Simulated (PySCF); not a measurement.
**Polarisability and C₆ of Ta²⁺ (tantalum, charge +2)**

[Xe] 4f14 5d3, high-spin 4F determinant. Calculation: PySCF 2.14, in aug-cc-pVTZ-PP with ECP60MDF (6s6p5d3f2g, 88 functions); a scalar-relativistic core potential. Coupled (time-dependent) response in atomic units; α is the mean over directions.

| method | mean α (bohr³) | C₆ (like pair) | S(−4) |
| --- | --- | --- | --- |
| TPSS | 14.80 | 82.64 | 128.1 |
| TPSSh | 14.51 | 80.93 | 120.8 |

S(−4) is the Cauchy moment in α(ω) = α(0) + S(−4) ω² + …

Spin-orbit coupling is absent.

α(iu) at TPSS:

| u (hartree) | α(iu) (bohr³) |
| --- | --- |
| 0 | 14.80 |
| 0.0500 | 14.49 |
| 0.100 | 13.68 |
| 0.200 | 11.54 |
| 0.300 | 9.632 |
| 0.500 | 7.063 |
| 0.750 | 5.172 |
| 1.00 | 3.983 |
| 1.50 | 2.579 |
| 2.00 | 1.795 |
| 3.00 | 0.9942 |
| 5.00 | 0.4206 |

For an ion, C₆ is the dispersion term alone; charge-induced terms of lower order in 1/R come first.

Energies and moments cover only the electrons outside the core potential. Spin-orbit coupling, absent here, splits the open shell strongly.
